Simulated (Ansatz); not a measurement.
`C[CH](C)[Zn][F]` → `C[CH2][Zn][F]` + `[CH2]` (triplet) at 500 K and 1 bar (formal loss of a carbene).

Gas-phase electronic energies from Ansatz, PBE0-D4/def2-TZVP geometries. CBS: MP2 limit from def2 TZ/QZ plus the TZ coupled-cluster correction, frozen cores. This one scheme is used for every species. Triplets are unrestricted, without spin–orbit coupling. For Zn outer-core shells are correlated without core-valence functions, which leaves a few kJ/mol of doubt a bond. Scalar relativity is left out up to krypton. Each species was taken in one conformer, which may not be the lowest.

| species | CCSD(T)/CBS energy (Eh) | H − E (kJ/mol) | S (J/(mol·K)) |
| --- | --- | --- | --- |
| `C[CH](C)[Zn][F]` | -1996.57851 | 296.5 | 417.5 |
| `C[CH2][Zn][F]` | -1957.32060 | 213.1 | 373.5 |
| `[CH2]` (triplet) | -39.09499 | 62.7 | 213.9 |

H − E and S are ideal-gas, rigid-rotor, harmonic terms from PBE0-D4/def2-TZVP, for one conformer and one mirror image of each species, with the whole ground term of open shells counted as degenerate. 1 Eh = 2625.50 kJ/mol, R = 8.31446 J/(mol·K).

By hand: ΔE, ΔH, ΔS and ΔG.

ΔE = (-1957.32060) + (-39.09499) − (-1996.57851) = 0.16292 Eh = 427.7 kJ/mol. Δ(H − E) = 213.1 + 62.7 − 296.5 = -20.7, so ΔH = 407.0 kJ/mol. ΔS = 373.5 + 213.9 − 417.5 = 169.9 J/(mol·K). ΔG = 407.0 − 500 × (169.9)/1000 = 322.1 kJ/mol.

By hand: the equilibrium constant, and the temperature at which ΔG would vanish if ΔH and ΔS stayed fixed.

log₁₀ K = −ΔG/(RT ln 10) = -33.6. ΔG = 0 at ΔH/ΔS = 2396 K.

The number of gas molecules changes by +1, which sets the sign of ΔS. A doubt of 5 kJ/mol in ΔE shifts log₁₀ K by 0.5 here. Other conformers and mirror images would add mixing entropy, several J/(mol·K) or more a flexible species. A triplet takes part, so the spin changes. These are equilibria of isolated gas molecules and say nothing of rates. Largest T1 diagnostic: 0.015 (customary marks: 0.02 for closed shells, 0.045 for open ones).
